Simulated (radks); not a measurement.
Calculated with a radial shooting solver on a logarithmic mesh with Libxc functionals: scalar-relativistic Kohn-Sham, PBE, spin-polarised, spherical densities, finite nucleus; open shells are filled with parallel spins first; Fermi nuclear charge, rms radius of each element as measured or else 0.836 A^(1/3) + 0.57 fm. Each species is in its NIST ground configuration. Rank Ne2+, N2+, B2+, F2+, O2+, C2+, Be2+ by mean radius of the outermost orbital (bohr), largest first.

Answer. B2+ 1.62, C2+ 1.36, N2+ 1.18, O2+ 1.04, F2+ 0.937, Ne2+ 0.838, Be2+ 0.417.
